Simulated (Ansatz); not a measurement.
Mulliken charges of `[SH][GeH][Cl]` radical from PBE/def2-TZVPP in Ansatz (PBE0-D4/def2-TZVP geometry).

```tsv
atom	x (Å)	y (Å)	z (Å)	charge (e)
S1	-1.510	0.445	0.253	-0.246
Ge2	0.454	-0.577	0.354	0.368
Cl3	1.717	0.053	-1.291	-0.268
H4	-1.733	0.086	-1.023	0.133
H5	1.121	-0.081	1.665	0.014
```

By hand: the dipole of these point charges (1 e Å = 4.8032 D).

Σ q r = (-0.136, -0.326, 0.301) e Å, of length 0.464 e Å = 2.23 D.

How does the dipole of the full density compare? (An estimate is asked.)

Ansatz gave: (-0.147, -0.144, 0.104) e Å, 1.11 D; the point charges give 2.01 times that, at 23° from its direction.

Point charges leave out the atoms' own dipoles, such as those of lone pairs, and Mulliken's split depends on the basis, so the two needn't agree.
